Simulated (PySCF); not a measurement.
C2H4BrFSi, SMILES C=C[SiH](F)Br.

Geometry: PBE-D3(BJ)/def2-SVP. The structure was generated by enumeration, and PubChem lists no compound with its InChIKey, so it may never have been made. One conformer was computed; it need not be the lowest.

Two levels are set side by side: PBE/def2-TZVP (PySCF) and M06-2X/def2-TZVP (PySCF). Same geometry, gas phase. Differences are taken from unrounded values.

| quantity | PBE |
|---|---|
| orbital gap (eV) | 4.99 |
| highest occupied level (eV) | -7.16 |
| lowest empty level (eV) | -2.17 |
| dipole moment (D) | 2.08 |
| mean polarisability (bohr³) | 70.0 |

These are the PBE values. What does M06-2X give? (Estimate from the structure and the level; the computed values follow.)


```
quantity                     M06-2X  PBE minus M06-2X
---------------------------  ------  ----------------
orbital gap (eV)               9.28             -4.28
highest occupied level (eV)   -9.57              2.41
lowest empty level (eV)       -0.29             -1.87
dipole moment (D)              2.25             -0.17
mean polarisability (bohr³)    66.8               3.1
```

Without exact exchange PBE keeps part of each electron's self-repulsion, which lifts occupied levels and narrows the gap. Loosely held outer electrons make PBE densities more polarisable. Differences between two approximate levels are no errors against the true value.

Rough cost on one machine, each run with all the roots and properties that it gave: M06-2X against PBE about 3 times.
